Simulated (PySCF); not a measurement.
# Bond lengths and vibrations by method: BGeH4N

These are calculations, not measurements. They come from PySCF 2.14.0, an open-source quantum chemistry program, on an isolated molecule that a program drew, which may never have been made. The molecule is BGeH4N (charge 0, singlet), drawn as the SMILES string `N=[B][GeH3]`.

The geometry was optimised and harmonic frequencies were computed with HF and MP2, all in the cc-pVDZ basis, for the commonest isotopes, with a restricted reference for singlets and an unrestricted one otherwise, and a frozen core in MP2. Germanium has the cc-pVDZ-PP basis, with a core potential (ECP10MDF) in place of its 10 inner electrons, and its 3s, 3p and 3d shells are frozen in MP2. Each result is a local minimum of its method.

Geometry at the HF minimum:
```xyz
7
BGeH4N, angstrom
N    -2.7566    2.0811    2.6783
B    -1.6894    1.4737    2.6938
Ge    0.0945    0.4604    2.7188
H    -3.6129    2.5691    2.6651
H    -0.1647   -1.0305    2.9359
H     0.8161    0.6597    1.3860
H     0.9708    0.9919    3.8531
```

Lengths of the bonds as drawn, in Å (atoms numbered as above):
```
bond,HF,MP2
N1-B2,1.228,1.257
B2-Ge3,2.052,2.040
N1-H4,0.986,1.002
Ge3-H5,1.529,1.534
Ge3-H6,1.529,1.534
Ge3-H7,1.529,1.534
```

Rotational constants, in GHz:
```
constant,HF,MP2
A,80.61,80.45
B,2.974,2.952
C,2.974,2.952
```

Harmonic frequencies in cm^-1, each column in rising order, so a row needn't be the same motion in every method:
```
rank    HF   MP2
   1   261   227
   2   261   228
   3   444   441
   4   559   494
   5   559   494
   6   623   586
   7   623   586
   8   908   855
   9   968   920
  10   968   920
  11  2078     ?
  12  2234  2200
  13  2234  2200
  14  2252  2205
  15  4081  3860
```

**Estimate the missing MP2 frequency from the HF column.**

A single factor s that minimises the squared misfit of MP2 against s times HF over the other rows is sum(HF x MP2) / sum(HF^2) = 0.9602, with an rms misfit of 35 cm^-1. For rank 11 it gives 0.9602 x 2078 = 1995 cm^-1. The calculation gives 1899 cm^-1, 96 cm^-1 below the estimate. The drawn bonds are on average 0.7 % longer in MP2 than in HF.
